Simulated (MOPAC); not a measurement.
A run for MOPAC: PM7 on AlS+, 2S+1 = 3, a spin state set in the input, which need not be the lowest, a point of a bond scan (R = 2.080 Å). Charge +1.

```
PM7 1SCF PRECISE CHARGE=1 UHF MS=1 THREADS=1
AlS

Al     0.00000000 1     0.00000000 1     0.00000000 1
S      0.00000000 1     0.00000000 1     2.07965300 1
```

Output:

```
*******************************************************************************
 **                                                                           **
 **                              MOPAC v23.2.5                                **
 **                                                                           **
 *******************************************************************************
 ** MOPAC's Digital Object Identifier: https://doi.org/10.5281/zenodo.6511958 **
 **                                                                           **
 ** Please cite the open-source release paper for use of this MOPAC version:  **
 ** J. E. Moussa and J. J. P. Stewart (2026)                                  **
 ** MOPAC: An open-source semiempirical molecular orbital program             **
 ** J. Open Source Softw., 11(119), 8025, https://doi.org/10.21105/joss.08025 **
 *******************************************************************************

                              PM7 CALCULATION RESULTS

 *******************************************************************************
 *  PM7        - The PM7 Hamiltonian to be used
 *  UHF        - UNRESTRICTED HARTREE-FOCK CALCULATION
 *
 *
 *
 *                 CHARGE ON SYSTEM = +1
 *
 *
 *
 *  MS=        - IN MECI, MAGNETIC COMPONENT OF SPIN =  1.0
 *  PRECISE    - TIGHTER CRITERIA TO BE USED
 *  1SCF       - DO 1 SCF AND THEN STOP
 *  THREADS=1  - MULTI-THREADING NOT USED
 *  T=         - A TIME OF 172800.0 SECONDS REQUESTED
 *  DUMP=N     - RESTART FILE WRITTEN EVERY 7200.0 SECONDS REQUESTED
 *******************************************************************************
PM7 1SCF PRECISE CHARGE=1 UHF MS=1 THREADS=1
 AlS

   ATOM   CHEMICAL          X               Y               Z
  NUMBER   SYMBOL      (ANGSTROMS)     (ANGSTROMS)     (ANGSTROMS)

     1      Al          0.00000000  *   0.00000000  *   0.00000000  *
     2       S          0.00000000  *   0.00000000  *   2.07965300  *



          CARTESIAN COORDINATES

    NO.       ATOM           X           Y           Z

     1        Al          0.0000      0.0000      0.0000
     2         S          0.0000      0.0000      2.0797

 General Reference for PM7:
 "Optimization of Parameters for Semiempirical Methods VI: More Modifications to the
 NDDO Approximations and Re-optimization of Parameters", J. J. P. Stewart, J. Mol. Mod., 1:32, 19 (2013)
 https://link.springer.com/article/10.1007/s00894-012-1667-x

           Empirical Formula: Al S  =     2 atoms



      MOLECULAR POINT GROUP   :   C*v


          UHF CALCULATION, NO. OF ALPHA ELECTRONS =    5
                           NO. OF BETA  ELECTRONS =    3

 -------------------------------------------------------------------------------
 PM7 1SCF PRECISE CHARGE=1 UHF MS=1 THREADS=1
 AlS



     1SCF WAS SPECIFIED, SO BFGS WAS NOT USED
     SCF FIELD WAS ACHIEVED


                              PM7 CALCULATION
                                                       MOPAC v23.2.5 Linux




          FINAL HEAT OF FORMATION =        306.77160 KCAL/MOL =    1283.53235 KJ/MOL


          COSMO AREA              =         95.58 SQUARE ANGSTROMS
          COSMO VOLUME            =         83.02 CUBIC ANGSTROMS

          IONIZATION POTENTIAL    =         15.679202 EV
          ALPHA SOMO LUMO (EV)    =        -16.141 -6.760
          BETA  SOMO LUMO (EV)    =        -15.679 -9.463
          NO. OF ALPHA ELECTRONS  =          5
          NO. OF BETA  ELECTRONS  =          3
          MOLECULAR WEIGHT        =         59.0415         POINT GROUP:  C*v

          MOLECULAR DIMENSIONS (Angstroms)

            Atom       Atom       Distance
            S     2   Al     1     2.07965
            S     2   Al     1     0.00000
           Al     1    S     2     0.00000


          SCF CALCULATIONS        =          1





   ATOM   CHEMICAL          X               Y               Z
  NUMBER   SYMBOL      (ANGSTROMS)     (ANGSTROMS)     (ANGSTROMS)

     1      Al          0.00000000  *   0.00000000  *   0.00000000  *
     2       S          0.00000000  *   0.00000000  *   2.07965300  *

                             CARTESIAN COORDINATES

   1   Al        0.000000000     0.000000000     0.000000000
   2    S        0.000000000     0.000000000     2.079653000


           Empirical Formula: Al S  =     2 atoms



      MOLECULAR POINT GROUP   :   C*v


          ALPHA EIGENVALUES
 -32.10147 -18.38869 -16.75810 -16.58043 -16.14072  -6.76014  -6.70297  -6.42094
  -6.31154  -6.19874  -5.36366  -5.10763  -4.65729  13.03039  13.03536  13.25122
  13.46376  14.33355


           BETA EIGENVALUES
 -27.06962 -17.51373 -15.67920  -9.46253  -8.98220  -6.20961  -5.98419  -5.97113
  -5.92286  -5.92015  -5.06850  -4.97963  -4.48546  13.25271  13.25297  13.50886
  14.14296  14.86325


              NET ATOMIC CHARGES AND DIPOLE CONTRIBUTIONS

  ATOM NO.   TYPE          CHARGE      No. of ELECS.   s-Pop       p-Pop       d-Pop
    1         Al           0.359539        2.6405     1.98444     0.43839     0.21763
    2          S           0.640461        5.3595     1.82298     3.49542     0.04114
 DIPOLE           X         Y         Z       TOTAL
 POINT-CHG.     0.000     0.000     0.973     0.973
 HYBRID         0.000    -0.000    -1.367     1.367
 SUM            0.000    -0.000    -0.394     0.394


          ATOMIC ORBITAL ELECTRON POPULATIONS

     Atom    s        px        py        pz      x^2-y^2     xz        z^2       yz        xy
    1 Al   1.98444   0.14715   0.06098   0.23025   0.00014   0.08051   0.09941   0.03757   0.00000
    2  S   1.82298   1.74320   0.89700   0.85521   0.00080   0.02913   0.00676   0.00445   0.00000


                    (SZ)    =    1.000000
                    (S**2)  =    2.013397


          ATOMIC ORBITAL SPIN POPULATIONS

    Atom   Total    s     px     py     pz   x^2-y^2  xz     z^2    yz     xy
         Atomic
    1 Al  0.2037  0.015 -0.016  0.061  0.086  0.000 -0.004  0.024  0.038  0.000
    2  S  1.7963  0.061  0.041  0.897  0.808 -0.000 -0.021  0.005  0.004 -0.000

 **********************
 *                    *
 * JOB ENDED NORMALLY *
 *                    *
 **********************




 == MOPAC DONE ==
```

The run finished.

Cost: very roughly 0.03 core-seconds.
